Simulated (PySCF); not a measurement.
Identify the unknown among the candidates.

All candidates are C5H5FO2.

| technique | computed result |
| --- | --- |
| Polarisability | 63.7 au [CAM-B3LYP/def2-SVPD] |
| Rotational structure | rotational constants A, B, C: 8.065, 0.983, 0.960 GHz [GFN2-xTB] |
| UV, first state | lowest singlet excitation: 5.94 eV (209 nm, f = 0.003) [TDDFT CAM-B3LYP/def2-SVPD] |
| Dipole | 1.08 D [CAM-B3LYP/def2-SVPD] |
| Triplet | lowest triplet excitation (Tamm–Dancoff): 4.53 eV [TDA CAM-B3LYP/def2-SVPD] |
| UV, strongest line | among the 8 lowest singlet transitions: S2 at 7.27 eV (171 nm, f = 0.236) [TDDFT CAM-B3LYP/def2-SVPD] |

Gas-phase values; electronic properties from PySCF, density fitting. Levels stand in brackets. Isolated species at its GFN2-xTB geometry (one conformer only).

Question: Which candidate is it?
A. `O=C(O)C(F)=C1CC1`
B. `O=COC1=CC[C@H]1F`
C. `O=CO[C@@H]1C=C(F)C1`

Answer: C. It is `O=CO[C@@H]1C=C(F)C1`. Numbering: `[O:1]=[CH:2][O:3][C@@H:4]1[CH:5]=[C:6]([F:7])[CH2:8]1`. Its formula, C5H5FO2, gives 3 degrees of unsaturation: 1 ring and 2 π bonds in the structure found. By its constants the optimised geometry is a nearly prolate symmetric top.

The others, at the same levels:
- `O=COC1=CC[C@H]1F` fails: its computed lowest singlet excitation is 5.68 eV (218 nm, f = 0.002) (against 5.94 eV), lowest triplet excitation (Tamm–Dancoff) is 4.19 eV (against 4.53 eV) and strongest line among the 8 lowest singlet transitions is S2 at 6.20 eV (200 nm, f = 0.177) (against S2 at 7.27 eV).
- `O=C(O)C(F)=C1CC1` fails: its computed lowest singlet excitation is 5.21 eV (238 nm, f = 0.000) (against 5.94 eV), lowest triplet excitation (Tamm–Dancoff) is 3.65 eV (against 4.53 eV) and strongest line among the 8 lowest singlet transitions is S2 at 5.92 eV (209 nm, f = 0.400) (against S2 at 7.27 eV).

Each candidate is one conformer, not necessarily the lowest. Dipoles, sizes and rotational constants follow the conformer. The torsions of the flexible species, by atom-mapped SMILES:
- `[O:1]=[CH:2][O:3][C@@H:4]1[CH:5]=[C:6]([F:7])[CH2:8]1`: O1–C2–O3–C4 0°, C2–O3–C4–C5 -133°
- `[O:1]=[CH:2][O:3][C:4]1=[CH:5][CH2:6][C@H:7]1[F:8]`: O1–C2–O3–C4 1°, C2–O3–C4–C5 -1°
- `[O:1]=[C:2]([OH:3])[C:4]([F:5])=[C:6]1[CH2:7][CH2:8]1`: O1–C2–C4–F5 180°, H–O3–C2–O1 0°
